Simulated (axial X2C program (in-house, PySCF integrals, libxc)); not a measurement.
**Which molecule has these constants?**

Calculated with an in-house all-electron X2C program for linear molecules (integrals from PySCF), spin-free (one-electron X2C) or two-component (2c: spin–orbit coupling with atomic mean-field Coulomb and Gaunt terms, which also bring small scalar terms), in Dyall basis sets with cores contracted in-house; open shells are unrestricted.

A two-component PBE0 calculation in a Dyall 3-zeta basis gave Re = 2.122 Å, ωe = 588.2 cm⁻¹, De = 4.99 eV, dipole magnitude 5.56 D, Ω = 1/2.

Problem. Which molecule is it?
A. ScO
B. ScS
C. ScSe

Solution. B. The others have ScO 1.645 Å and 1021.5 cm⁻¹ (Ω = 1/2); ScSe 2.253 Å and 436.9 cm⁻¹ (Ω = 1/2).

Each entry is the lowest single determinant of a limited PBE0 search at one distance. De goes to single-determinant-based atoms at the same level (for ions the charge split of lowest energy) and is withheld (n/a) where an atom does not fit its ground term or J level. Main or longest-lived isotopes. Some light 2c atoms are not at their ground J level, so De misses part of their lowering (0.04 eV or less). The functionals have no current term, which raises determinants with orbital currents.
